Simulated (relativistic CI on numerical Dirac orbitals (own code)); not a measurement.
**Level scheme of Pm XXXIII**

Calculated at this level of theory: Dirac-Coulomb-Breit CI, separate exchange-only KLI orbitals for each configuration, a model potential for QED, unscaled Slater integrals (own radial code, finite nucleus).

Configurations in the expansion (outside the closed core [Ar]): 3d¹⁰4s, 3d¹⁰4p, 3d¹⁰4d, 3d¹⁰4f, 3d¹⁰5s, 3d¹⁰5p, 3d¹⁰5d, 3d¹⁰5f, 3d¹⁰5g, 3d¹⁰6s, 3d¹⁰6p, 3d¹⁰6d, 3d⁹4s², 3d¹⁰6f, 3d¹⁰7s, 3d⁹4s4p, 3d¹⁰8s, 3d⁹4s4d, 3d⁹4s4f, 3d⁹4s5s, 3d⁹4s5p, 3d⁹4s5d, 3d⁹4s5f. Double excitations out of closed p, d and f shells are left out; levels of such configurations are missing from the list, as are those of other unlisted configurations, and high levels can miss mixing partners.

The lowest level is 3d¹⁰4s ²S1/2, with 100 % of that term; Hund's rules for 3d¹⁰4s give ²S with J = 1/2, in agreement.

| No. | Configuration | Term | J | E (eV) | % | Next component (%) | Lifetime (s) |
| --- | --- | --- | --- | --- | --- | --- | --- |
| 1 | 3d¹⁰4s | ²S | 1/2 | 0.000 | 100 |  |  |
| 2 | 3d¹⁰4p | ²P° | 1/2 | 67.565 | 100 |  | 3.48e-11 |
| 3 | 3d¹⁰4p | ²P° | 3/2 | 103.475 | 100 |  | 9.43e-12 |
| 4 | 3d¹⁰4d | ²D | 3/2 | 212.056 | 100 |  | 3.18e-12 |
| 5 | 3d¹⁰4d | ²D | 5/2 | 219.469 | 100 |  | 5.39e-12 |
| 6 | 3d¹⁰4f | ²F° | 5/2 | 335.565 | 100 |  | 5.26e-12 |
| 7 | 3d¹⁰4f | ²F° | 7/2 | 336.960 | 100 |  | 6.02e-12 |
| 8 | 3d¹⁰5s | ²S | 1/2 | 534.312 | 100 |  | 3.66e-13 |
| 9 | 3d¹⁰5p | ²P° | 1/2 | 566.618 | 100 |  | 4.44e-13 |
| 10 | 3d¹⁰5p | ²P° | 3/2 | 583.105 | 100 |  | 5.94e-13 |
| 11 | 3d¹⁰5d | ²D | 3/2 | 633.887 | 100 |  | 6.41e-13 |
| 12 | 3d¹⁰5d | ²D | 5/2 | 637.411 | 100 |  | 5.80e-13 |
| 13 | 3d¹⁰5f | ²F° | 5/2 | 688.349 | 100 |  | 3.57e-13 |
| 14 | 3d¹⁰5f | ²F° | 7/2 | 689.217 | 100 |  | 3.52e-13 |
| 15 | 3d¹⁰5g | ²G | 7/2 | 711.930 | 100 |  | 1.73e-13 |
| 16 | 3d¹⁰5g | ²G | 9/2 | 712.256 | 100 |  | 1.73e-13 |
| 17 | 3d¹⁰6s | ²S | 1/2 | 795.852 | 100 |  | 4.10e-13 |
| 18 | 3d¹⁰6p | ²P° | 1/2 | 813.648 | 100 |  | 4.79e-13 |
| 19 | 3d¹⁰6p | ²P° | 3/2 | 822.624 | 100 |  | 6.17e-13 |
| 20 | 3d¹⁰6d | ²D | 3/2 | 850.482 | 100 |  | 6.25e-13 |
| 21 | 3d¹⁰6d | ²D | 5/2 | 852.449 | 100 |  | 5.76e-13 |
| 22 | 3d⁹4s² | ²D | 5/2 | 876.922 | 100 |  | 1.07e-09 |
| 23 | 3d¹⁰6f | ²F° | 5/2 | 879.891 | 100 |  | 3.83e-13 |
| 24 | 3d¹⁰6f | ²F° | 7/2 | 880.428 | 100 |  | 3.81e-13 |
| 25 | 3d⁹4s² | ²D | 3/2 | 902.137 | 100 |  | 1.02e-09 |
| 26 | 3d⁹4s4p | ⁴P° | 5/2 | 933.371 | 38 | 27 ⁴D° | 2.42e-09 |
| 27 | 3d⁹4s4p | ²F° | 5/2 | 938.160 | 44 | 26 ⁴P° | 1.70e-10 |
| 28 | 3d⁹4s4p | ⁴F° | 7/2 | 938.478 | 46 | 30 ²F° | 1.44e-10 |
| 29 | 3d⁹4s4p | ²P° | 3/2 | 939.608 | 29 | 29 ²D° | 1.62e-11 |
| 30 | 3d¹⁰7s | ²S | 1/2 | 943.774 | 100 |  | 6.06e-13 |
| 31 | 3d⁹4s4p | ⁴F° | 3/2 | 958.931 | 71 | 14 ²D° | 3.54e-12 |
| 32 | 3d⁹4s4p | ⁴F° | 5/2 | 963.809 | 41 | 36 ²F° | 1.30e-10 |
| 33 | 3d⁹4s4p | ⁴P° | 3/2 | 964.268 | 30 | 22 ²P° | 7.58e-13 |
| 34 | 3d⁹4s4p | ⁴D° | 1/2 | 965.542 | 66 | 19 ²P° | 1.02e-12 |
| 35 | 3d⁹4s4p | ⁴F° | 9/2 | 968.520 | 100 |  | 5.64e-06 |
| 36 | 3d⁹4s4p | ²D° | 5/2 | 971.799 | 49 | 23 ⁴P° | 4.79e-10 |
| 37 | 3d⁹4s4p | ²P° | 3/2 | 971.930 | 41 | 36 ²D° | 5.15e-13 |
| 38 | 3d⁹4s4p | ⁴D° | 7/2 | 972.130 | 62 | 28 ²F° | 1.46e-09 |
| 39 | 3d⁹4s4p | ²P° | 1/2 | 972.598 | 89 | 10 ⁴P° | 2.29e-13 |
| 40 | 3d⁹4s4p | ²F° | 7/2 | 985.848 | 85 | 10 ⁴F° | 4.74e-12 |
| 41 | 3d⁹4s4p | ²P° | 3/2 | 986.057 | 79 | 15 ²D° | 4.18e-13 |
| 42 | 3d⁹4s4p | ²D° | 5/2 | 988.792 | 79 | 14 ²F° | 4.38e-12 |
| 43 | 3d⁹4s4p | ⁴P° | 1/2 | 992.933 | 75 | 18 ⁴D° | 5.68e-12 |
| 44 | 3d⁹4s4p | ²F° | 7/2 | 995.807 | 58 | 35 ⁴F° | 5.85e-10 |
| 45 | 3d⁹4s4p | ⁴D° | 3/2 | 995.839 | 48 | 29 ⁴P° | 1.78e-12 |

Energies count from the lowest computed level; ° marks odd parity; lifetimes are radiative, by E1, M1, E2, M2, E3 decay to levels of this space only.

The mean weight of the leading LS term, summed over parents, in these 45 levels is 83 %, and that of the leading jj configuration (from the same eigenvectors) 98 %, so jj coupling describes them better and the LS labels are nominal.

At this charge energies of transitions that change n are usually good to better than 1 %, and those within a shell (Δn = 0) to a few per cent.

LS names give the leading component of a level, which can be under half, so a name can repeat, a term be missing and a line seem to break the LS rules.
